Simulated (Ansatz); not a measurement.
C5H11Si (SMILES [CH2][Si](C)(C)C=C), doublet, at a GFN2-xTB geometry. Base run: CAM-B3LYP/6-31G* (Ansatz, a program for electronic structure).

Ansatz was given this input:
Ansatz 0.2 input:
```yaml
crystal:
  periodic: [false, false, false]
  atoms:
    - {symbol: C, position_ang: [-0.48130263, -0.54229435, 1.93985837]}
    - {symbol: Si, position_ang: [-0.30974049, -0.19760081, 0.13171235]}
    - {symbol: C, position_ang: [-0.91856830, -1.68566693, -0.89593603]}
    - {symbol: C, position_ang: [-1.26363719, 1.38508787, -0.33835726]}
    - {symbol: C, position_ang: [1.53721877, 0.04003556, -0.27693796]}
    - {symbol: C, position_ang: [2.11951587, 1.19718816, -0.53965245]}
    - {symbol: H, position_ang: [-0.55708985, 0.23937689, 2.67522094]}
    - {symbol: H, position_ang: [-0.44268157, -1.53660897, 2.34889630]}
    - {symbol: H, position_ang: [-0.38333621, -2.58934057, -0.62188198]}
    - {symbol: H, position_ang: [-0.76942544, -1.52536564, -1.95967196]}
    - {symbol: H, position_ang: [-1.97612059, -1.86945095, -0.73474173]}
    - {symbol: H, position_ang: [-2.33395811, 1.24964921, -0.21838484]}
    - {symbol: H, position_ang: [-0.96670646, 2.21750029, 0.29142353]}
    - {symbol: H, position_ang: [-1.07994180, 1.66755967, -1.37055090]}
    - {symbol: H, position_ang: [2.14647980, -0.85595015, -0.27363070]}
    - {symbol: H, position_ang: [3.17300341, 1.28065482, -0.76451311]}
    - {symbol: H, position_ang: [1.56678460, 2.12228493, -0.54998627]}
basis:
  gaussian:
    orbitals: 6-31G*
hamiltonian:
  xc: cam_b3lyp
magnetization: {spin_polarized: true, initial_magnetization: 1}
```

Each row names what was changed in the base input (with any setting that the change needs).

```csv
change,basis functions,E (Eh),core-seconds (rough)
base,116,-486.44653,10
basis = STO-3G,45,-480.72526,4
basis = pcseg-0,80,-485.63007,7
basis = 6-31G,80,-486.36925,6
basis = 6-31+G*,140,-486.45726,10
basis = cc-pVDZ,143,-486.46008,10
basis = 6-31G**,149,-486.46410,8
basis = 6-311G**,183,-486.53415,10
basis = 6-311++G**,218,-486.53632,30
"basis = 6-311+G(2d,p)",236,-486.54398,20
basis = def2-TZVP,258,-486.56041,20
```

Totals compare only among sets that treat the same electrons; sets with core potentials leave the core out.
